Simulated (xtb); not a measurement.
Cl₂Sr (SMILES [Cl][Sr][Cl]), singlet, geometry from GFN2-xTB (such geometries of metal compounds can be far from the true shape); GFN2-xTB with GBSA(acetonitrile) run with xtb.

Input for xtb:
```
$ xtb mol.xyz --gfn 2 --gbsa acetonitrile --json

# file mol.xyz
3

Sr     0.29122395    -0.61094818     0.12088586
Cl     1.08031446     1.07365832    -1.54654975
Cl    -1.73128564     0.29199055     1.27633429
```

**Question.** What does xtb print? Leave out banner, timings and long lists.

**Answer.** 
```
   ID    Z sym.   atoms
    1   38 Sr     1
    2   17 Cl     2, 3

           -------------------------------------------------
          |                Calculation Setup                |
           -------------------------------------------------

           -------------------------------------------------
          |                 G F N 2 - x T B                 |
           -------------------------------------------------

      * Solvation model:               GBSA
        Solvent                        acetonitrile
        Parameter file                 internal GFN2-xTB/GBSA
        Dielectric constant                3.7500E+01
        Reference state                gsolv [1 M gas/solution]
        Free energy shift                  2.0473E-03 Eh       1.2847E+00 kcal/mol
        Temperature                        2.9815E+02 K
        Density                            7.8600E-01 kg/L
        Solvent mass                       4.1050E+01 g/mol
        Interaction kernel             Still
        Born radius scaling (c1)           1.5800E+00
        Born radii integrator          GBOBC
        Born offset                        1.3788E-02 a0       2.6056E-02 AA
        H-bond correction              true
        Ion screening                  false
        Surface tension                    1.0000E-05 Eh       1.5569E+01 dyn/cm
        Grid points                               230 per atom

          ...................................................
          :                      SETUP                      :
          :.................................................:
          :  # basis functions                  30          :
          :  # atomic orbitals                  27          :
          :  # shells                            9          :
          :  # electrons                        16          :
          :  max. iterations                   250          :
          :  Hamiltonian                  GFN2-xTB          :
          :  restarted?                      false          :
          :  GBSA solvation                   true          :
          :  PC potential                    false          :
          :  electronic temp.          300.0000000     K    :
          :  accuracy                    1.0000000          :
          :  -> integral cutoff          0.2500000E+02      :
          :  -> integral neglect         0.1000000E-07      :
          :  -> SCF convergence          0.1000000E-05 Eh   :
[...]
         :: total energy              -9.704764128089 Eh    ::
[...]
        16                          0.0275841               0.7506
        17                          0.0277169               0.7542
        18                          0.0294814               0.8022
        19                          0.0296773               0.8076
       ...                                ...                  ...
        27                          0.4652508              12.6601
      -------------------------------------------------------------
                  HL-Gap            0.0731574 Eh            1.9907 eV
             Fermi-level           -0.3952591 Eh          -10.7555 eV

     #   Z          covCN         q      C6AA      α(0)
     1  38 Sr       1.380     0.633   450.307    62.848
     2  17 Cl       0.690    -0.316   108.868    15.958
     3  17 Cl       0.690    -0.316   108.868    15.958

 Mol. C6AA /au·bohr⁶  :       1668.830776
 Mol. C8AA /au·bohr⁸  :     195799.941428
 Mol. α(0) /au        :         94.763455

Wiberg/Mayer (AO) data.
largest (>0.10) Wiberg bond orders for each atom

 ---------------------------------------------------------------------------
     #   Z sym  total        # sym  WBO       # sym  WBO       # sym  WBO
 ---------------------------------------------------------------------------
     1  38 Sr   1.917 --     2 Cl   0.958     3 Cl   0.958
     2  17 Cl   1.147 --     1 Sr   0.958     3 Cl   0.189
     3  17 Cl   1.147 --     1 Sr   0.958     2 Cl   0.189
 ---------------------------------------------------------------------------

Topologies differ in total number of bonds
Writing topology from bond orders to xtbtopo.mol

molecular dipole:
                 x           y           z       tot (Debye)
 q only:        0.738      -1.548       0.306
   full:        0.756      -1.586       0.314       4.537
molecular quadrupole (traceless):
                xx          xy          yy          xz          yz          zz
 q only:       -1.982      -1.713       3.958       6.698       1.933      -1.976
  q+dip:       -2.340      -2.563       5.004       6.918       1.601      -2.664
   full:       -2.452      -2.444       5.096       7.692       1.982      -2.644

           -------------------------------------------------
          | TOTAL ENERGY               -9.704764128089 Eh   |
          | GRADIENT NORM               0.003931215391 Eh/α |
          | HOMO-LUMO GAP               1.990714821608 eV   |
           -------------------------------------------------

normal termination of xtb
```
